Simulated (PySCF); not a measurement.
PbHCl, SMILES [Cl][PbH] (connectivity only; charge and spin as stated), neutral, multiplicity 1.

Coordinates come from a B3LYP-D3(BJ)/def2-TZVP optimisation. The def2 effective core potentials stand for the cores of Pb; spin–orbit coupling is left out.

Calculation: B3LYP/def2-TZVPD (PySCF).

Symmetry labels are those of the subgroup Cs that the program uses (full group Cs).

Computed valence orbital energies around the gap with their symmetry:
```json
[
 {"orbital": "HOMO−7", "symmetry": "A'", "energy (eV)": "-23.69"},
 {"orbital": "HOMO−6", "symmetry": "A'", "energy (eV)": "-23.50"},
 {"orbital": "HOMO−5", "symmetry": "A'", "energy (eV)": "-20.93"},
 {"orbital": "HOMO−4", "symmetry": "A'", "energy (eV)": "-14.20"},
 {"orbital": "HOMO−3", "symmetry": "A'", "energy (eV)": "-8.88"},
 {"orbital": "HOMO−2", "symmetry": "A'", "energy (eV)": "-8.33"},
 {"orbital": "HOMO−1", "symmetry": "A\"", "energy (eV)": "-8.31"},
 {"orbital": "HOMO", "symmetry": "A'", "energy (eV)": "-7.00"},
 {"orbital": "LUMO", "symmetry": "A\"", "energy (eV)": "-3.36"},
 {"orbital": "LUMO+1", "symmetry": "A'", "energy (eV)": "-1.37"},
 {"orbital": "LUMO+2", "symmetry": "A'", "energy (eV)": "-0.40"},
 {"orbital": "LUMO+3", "symmetry": "A'", "energy (eV)": "0.55"}
]
```
